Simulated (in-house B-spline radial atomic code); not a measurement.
## RPA and G0W0 on PBE0: Rh³⁴⁺

Configuration [Ne] 3s1, highest spin, mean-field start PBE0. Computed with a B-spline radial code for spherical atoms: all electrons, non-relativistic, point nucleus, each spin shell either full or empty, empty states to l = 9 with an (l + 1/2)⁻⁴ tail; G0W0 by contour deformation at full frequency.

Without relativity these are model numbers: it shifts the levels of so heavy an element strongly and can reorder them.

Command:
```bash
python run_gw.py task.json out
```
Settings (radii: box in bohr, nucleus in fm):
```
Z                        45
electrons                11
configuration            [Ne] 3s1
hamiltonian              nr
method                   pbe0
lmax                     9
spin_polarised           True
box_radius               2.78
intervals                46
ion_configuration        [He] 2s2 2p6
```

Time taken, with all properties: 1.2 s on 1 thread of Arm Neoverse V2, on a shared host.

Energies (hartree):

```json
{"term": "mean-field total", "value": "-3747.22224"}
{"term": "Hartree-Fock functional on these orbitals", "value": "-3747.21930"}
{"term": "direct second order", "value": "-0.77343"}
{"term": "second-order exchange", "value": "0.32196"}
{"term": "SOSEX correction", "value": "0.30533"}
```

Task: What is the RPA correlation energy, and what remains with SOSEX?

Result: RPA gives -0.74222 hartree (-1.84 eV per electron); RPA + SOSEX gives -0.43689, and the second-order doubles -0.45147 hartree (no singles). RPA lacks exchange-type terms and so overcorrelates at short range.

Quasi-particle levels (eV):

```csv
level,occupied,mean field,Σx - vxc,Σc,QP weight,G0W0
3s up,yes,-2057.86,-18.46,?,?,?
2p down,yes,-4845.11,-69.54,2.92,0.995,-4911.73
2p up,yes,-4847.65,-70.20,3.06,0.989,-4914.79
2s down,yes,-5055.46,-84.27,2.30,0.988,-5137.43
3s down,no,-2029.82,24.14,-5.58,0.973,-2011.26
```

G0W0 = mean field + (Σx - vxc) + Σc, with Σc (partial-wave tail included) taken at the quasi-particle energy. Only the outer levels were computed.

Task: Where does G0W0 put 3s up?

Result: At -2080.39 eV, with Σc = -4.06 eV and a quasi-particle weight of 0.985. The tabulated removal energy is 2129.22 ± 0.07 eV (NIST, semi-empirical); the calculation leaves out relativity, Breit and QED terms, and what these don't explain is the method's own error.

Task: What does it cost to remove one electron (to [He] 2s2 2p6) by differences of total energies, each species on its own start (correlation terms add to the Hartree-Fock functional)?

Result: PBE0 2079.74 eV, Hartree-Fock functional 2076.19 eV, + RPA 2079.05 eV, + RPA + SOSEX 2076.84 eV, + second order 2076.92 eV. Tabulated: 2129.22 ± 0.07 eV (NIST, semi-empirical); the calculation leaves out relativity, Breit and QED terms, and what these don't explain is the method's own error.
